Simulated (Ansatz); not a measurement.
A nudged elastic band was laid between two geometries of BrH + ClH4NO2Zr (11 atoms, charge 0, multiplicity 1).

Computed with Ansatz, RHF/def2-SVP.

| Item | Value |
| --- | --- |
| movable images | 5 |
| climbing image | yes |
| spring | 5.0 eV/Å² |
| optimiser | quadratic models (default) |
| start path | through a guess of the saddle point |
| force threshold | 0.05 eV/Å |
| iteration limit | 60 |
| end points | relaxed |

Initial state:

```xyz
11
Properties=species:S:1:pos:R:3
Zr 0.005 -0.388 -0.021
N 0.522 0.055 1.916
H -0.073 -0.072 2.719
H 1.465 0.186 2.245
O 1.587 -1.020 -0.897
H 2.296 -1.357 -1.414
Cl -0.772 1.618 -1.130
O -1.425 -1.661 0.036
H -2.114 -2.295 -0.046
Br 0.449 3.661 3.157
H 0.362 2.427 2.470
```

Final state:

```xyz
11
Properties=species:S:1:pos:R:3
Zr -0.085 0.493 0.095
N 0.718 -0.030 2.362
H 0.205 -0.821 2.719
H 1.693 -0.279 2.328
O 1.635 -0.254 -0.368
H 2.244 -0.540 -1.027
Cl -0.869 0.973 -2.146
O -1.455 -0.769 0.604
H -2.219 -1.271 0.377
Br -0.177 2.920 1.076
H 0.613 0.730 3.015
```

Question: Which bonds break or form, and what moves?

Answer: Bonds broken: Br10–H11. Bonds formed: Zr1–Br10, N2–H11. BrH + ClH4NO2Zr becomes BrClH5NO2Zr.

Question: What energy profile does the band end with?

Answer: The run converged. The highest image is number 2 of 0 to 6, 4.5 kJ/mol above the first end and 185.3 kJ/mol above the last; the last end lies 180.8 kJ/mol below the first. A vibrational analysis at the climbing image gives no mode beyond 40i cm⁻¹: the surface is too flat there to confirm a saddle point. The orbitals stay closed-shell, which can raise the energy where a bond breaks towards radicals; this wasn't checked here.

| image | path coordinate (Å) | energy (kJ/mol) | Br10–H11 (Å) | Zr1–Br10 (Å) | N2–H11 (Å) |
| --- | --- | --- | --- | --- | --- |
| 0 | 0.00 | 0.0 | 1.41 | 5.17 | 2.44 |
| 1 | 2.29 | 1.1 | 1.41 | 4.93 | 2.39 |
| 2 | 4.59 | 4.5 | 1.42 | 4.74 | 2.30 |
| 3 | 6.67 | -93.0 | 2.21 | 3.13 | 1.03 |
| 4 | 8.75 | -151.6 | 2.94 | 2.68 | 1.01 |
| 5 | 10.84 | -177.8 | 3.25 | 2.63 | 1.01 |
| 6 | 12.93 | -180.8 | 3.03 | 2.62 | 1.01 |

Question: What is the geometry of the highest image?

Answer: 
```xyz
11
Properties=species:S:1:pos:R:3
Zr -0.412 -0.287 0.095
N -0.178 0.265 2.071
H -0.810 0.884 2.554
H 0.348 -0.240 2.765
O 1.273 -0.077 -0.787
H 2.116 0.120 -1.152
Cl -2.100 1.188 -0.795
O -0.954 -2.122 -0.009
H -1.186 -3.033 -0.011
Br 2.668 2.655 2.184
H 1.539 1.798 2.120
```

The run took 6.6 min on 4 threads of Arm Neoverse V1, with other jobs on the host, peak memory 0.49 GiB.
